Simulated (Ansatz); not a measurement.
`O[SiH]1[NH][GeH2]1` + `B[SiH2]B` → `[NH]1[SiH2][GeH2]1` + `B[SiH2]BO`  (redistribution)

Gas-phase electronic energies from Ansatz, PBE0-D4/def2-TZVP geometries. CBS: MP2 limit from def2 TZ/QZ plus the TZ coupled-cluster correction, frozen cores. DFT in def2-TZVPP. B3LYP here is the variant with VWN-RPA as its local correlation; programs differ in this. For Ge outer-core shells are correlated without core-valence functions, which leaves a few kJ/mol of doubt a bond. Scalar relativity is left out up to krypton. One conformer a species, not always the lowest.

CCSD(T)/CBS gives -8.2 kcal/mol.

Task: Another level gave -8.4 kcal/mol. Which?
A. CCSD/def2-TZVPP
B. B3LYP/def2-TZVPP
C. PBE0/def2-TZVPP
D. HF/def2-TZVPP

Result: A. CCSD/def2-TZVPP -8.4, PBE0 -10.5, HF/def2-TZVPP -6.5, B3LYP -9.5 kcal/mol.

Largest T1 diagnostic among the species: 0.016.

In def2-TZVPP, CCSD(T) changes the Hartree–Fock value by −2.5 kcal/mol (the triples alone add −0.5 kcal/mol) and MP2 by −2.0 kcal/mol. From PBE to PBE0 (25 % exact exchange), in def2-TZVPP and without D4, ΔE moves by +1.1 kcal/mol.
